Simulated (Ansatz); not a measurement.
Ansatz results at the PBE0-D4/def2-TZVP geometry: HOMO–LUMO gap (B3LYP/def2-TZVPP) 8.77 eV; LUMO energy (PBE/def2-TZVPP) 0.19 eV; HOMO–LUMO gap (PBE0/def2-TZVPP) 9.26 eV.

Each molecule was computed in one conformer, which needn't be the lowest.

(1) Which molecule gave them?
A. `[K][I]`
B. `c1cc(-c2ccncc2)ccn1`
C. `CCCCCC(C#N)C#N`
D. `CCC(C)(C)C(C)(C)C`

Results:

(1) D. The others give `CCCCCC(C#N)C#N`: 8.54, -1.39, 8.99; `[K][I]`: 3.46, -2.02, 3.97; `c1cc(-c2ccncc2)ccn1`: 5.37, -2.65, 5.78.

B3LYP here is the variant with VWN-RPA as its local correlation; programs differ in this.
